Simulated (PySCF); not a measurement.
H₂S₂Te, SMILES S[Te]S. Heavy atoms are numbered as in [Te:1]([SH:2])[SH:4]. Hydrogens are named by the atom that carries them.

Geometry: B3LYP-D3(BJ)/def2-SVP. The def2 effective core potentials stand for the cores of Te; spin–orbit coupling is left out. Other conformers were not sampled.

Calculation: PySCF with ωB97X/def2-TZVPD.

Mulliken values depend strongly on the basis, most of all with diffuse functions as here. ESP charges are fitted to the potential on shells at 1.4 to 2.0 van der Waals radii. Atomic charges (e), one atom of each kind:

```
atom     Mulliken  ESP fit
-------  --------  -------
Te1          0.36     0.13
S2 (SH)     -0.38    -0.24
H on S2      0.20     0.17
```
